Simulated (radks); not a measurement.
Question: Numerical settings for the palladium ion Pd2+, [Kr] 4d8. All-electron calculation, scalar-relativistic Kohn-Sham, PBE, spin-polarised, spherical densities, finite nucleus; open shells are filled with parallel spins first (spin-orbit coupling, left out, can overturn this in heavy ions); Fermi nuclear charge, rms radius 4.5318 fm. Program: a radial shooting solver on a logarithmic mesh with Libxc functionals. The defaults (mesh step 0.008 in ln r, mesh end at 40 bohr or more with all orbitals vanishing there, Anderson mixing 0.5 over 9 steps, residual threshold near 1e-9 with the energy settled to 1e-9 hartree or 1e-11 of itself, here a cap of 92 iterations) give E = -5044.7213 hartree and 4d at -26.524 eV in 15 iterations. Times are rough (one thread of a shared host). One setting is changed at a time: mesh step in ln r 0.05; mesh step in ln r 0.005; mesh step in ln r 0.12; mesh end (bohr) 5; mesh end (bohr) 8; residual threshold 1e-13; residual threshold 0.001; mixing 0.01; linear mixing, mixing 0.8; linear mixing, mixing 0.5; mixing history 20; iteration cap 2. Which runs fail to converge, and which converge to a wrong energy?

Answer: Not converged within the cap: mesh step in ln r 0.12; residual threshold 1e-13; linear mixing, mixing 0.8; iteration cap 2. Settings that end as converged yet miss the energy by more than 1 mhartree: mesh end (bohr) 5 (+0.0039 hartree).
